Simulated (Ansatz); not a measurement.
Relaxation of CH₅AlBNS (10 atoms, charge 0, multiplicity 1), to a largest force component of 0.02 eV/Å in at most 50 steps.

These are results of RKS PBE0-D4/def2-SVP (Ansatz), not measurements.

```xyz
10
Properties=species:S:1:pos:R:3
B -0.912 -0.063 2.026
Al 0.147 0.150 0.283
S 2.365 0.422 0.389
C -0.672 0.086 -1.479
N -0.086 0.166 -2.590
H -2.131 -0.144 1.950
H -0.398 0.027 3.070
H 2.651 -0.953 0.367
H -1.356 0.421 0.088
H 0.938 0.297 -2.552
```

Task: Where does it end, and by what steps?

Result: It converged. After 25 steps the energy has fallen by 5.363 eV; H10 moved furthest, 1.98 Å. Parted: Al2–H9. Joined: B1–H9.

```
step  energy less start (eV)  largest force component (eV/Å)  accepted
   0                  0.0000                           4.884       yes
   1                 -1.8141                           3.847       yes
   2                 -2.5465                           4.120       yes
   3                 -3.0516                           3.244       yes
   4                 -3.5084                           1.767       yes
   5                 -3.8293                           1.025       yes
   6                 -4.0943                           1.102       yes
   7                 -4.3998                           0.978       yes
   8                 -4.7303                           1.100       yes
   9                 -4.8651                           2.992       yes
  10                 -5.0644                           1.328       yes
  11                 -5.1095                           3.157       yes
  12                 -5.2410                           0.341       yes
  13                 -5.2005                           0.514        no
  14                 -5.2780                           0.240       yes
  15                 -5.2969                           0.224       yes
  16                 -5.3211                           0.445       yes
  17                 -5.3270                           1.175       yes
  18                 -5.3468                           0.579       yes
  19                 -5.3533                           0.147       yes
  20                 -5.3591                           0.151       yes
  21                 -5.3607                           0.124       yes
  22                 -5.3616                           0.074       yes
  23                 -5.3620                           0.062       yes
  24                 -5.3624                           0.041       yes
  25                 -5.3627                           0.019       yes
```

```xyz
10
Properties=species:S:1:pos:R:3
B -1.093 0.016 1.546
Al 0.650 -0.385 0.596
S 2.807 0.044 0.319
C 0.101 0.032 -1.408
N -0.406 0.110 -2.449
H -2.062 -0.302 0.884
H -1.125 -0.017 2.756
H 3.151 -0.382 1.554
H -0.605 1.108 1.094
H -0.872 0.183 -3.338
```

Whether the end is a true minimum wasn't checked by a vibrational analysis.

Time of the run: 47 s on 2 threads of Intel(R) Xeon(R) 6975P-C (Granite Rapids), on a shared host, peak memory 0.23 GiB.
